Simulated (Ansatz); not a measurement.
[closo-1-(Br)B7H6]2- (B7H6Br²⁻), relaxed as a singlet with RKS r2SCAN-D4/def2-SVPD in Ansatz, starting from the GFN2-xTB geometry. Force threshold 0.02 eV/Å.

A multiply charged anion in the gas phase is held together partly by the finite basis. The highest occupied level of the charge -2 singlet lies above zero (up to 2.81 eV). The electron is either unbound and held by the finite basis, or the level is raised by self-interaction error.

Start:

Cartesian coordinates in Å:
```
B -1.0542 0.3127 0.8692
B 0.5110 0.7907 1.0386
B -0.1816 0.8029 -0.5885
B 0.3626 -0.8012 -1.0909
B 1.3872 0.1027 -0.1726
B 0.2161 -0.9564 0.6981
B -1.1465 -0.6713 -0.4467
Br -0.5797 2.5627 -1.8763
H -1.9981 0.6472 1.5911
H 0.9481 1.5475 1.9107
H 0.6700 -1.4479 -2.0967
H 2.5969 0.2530 -0.3686
H 0.4383 -1.9384 1.4177
H -2.1702 -1.2041 -0.8851
```

```tsv
step	energy (eV)	largest force component (eV/Å)	SCF passes
1	-74865.5332	1.094	20
2	-74865.6081	0.431	19
3	-74865.6236	0.145	19
4	-74865.6249	0.029	21
5	-74865.6250	0.004	22
```

Force components are those of the run's own axes.

End:

Cartesian coordinates in Å:
```
B -1.072 0.322 0.879
B 0.518 0.808 1.051
B -0.185 0.819 -0.599
B 0.368 -0.809 -1.112
B 1.408 0.109 -0.179
B 0.216 -0.955 0.699
B -1.165 -0.678 -0.458
Br -0.566 2.501 -1.830
H -2.004 0.652 1.593
H 0.950 1.555 1.913
H 0.671 -1.449 -2.105
H 2.603 0.256 -0.372
H 0.436 -1.927 1.410
H -2.176 -1.204 -0.890
```

By distances, no bond broke or formed. The bond that changes most is B3–Br8, from 2.22 to 2.12 Å (atoms count from 1).

No frequencies were taken in this run, so the end may be a saddle point.

Run time 31 s (4 threads of Arm Neoverse V1 on a shared host).
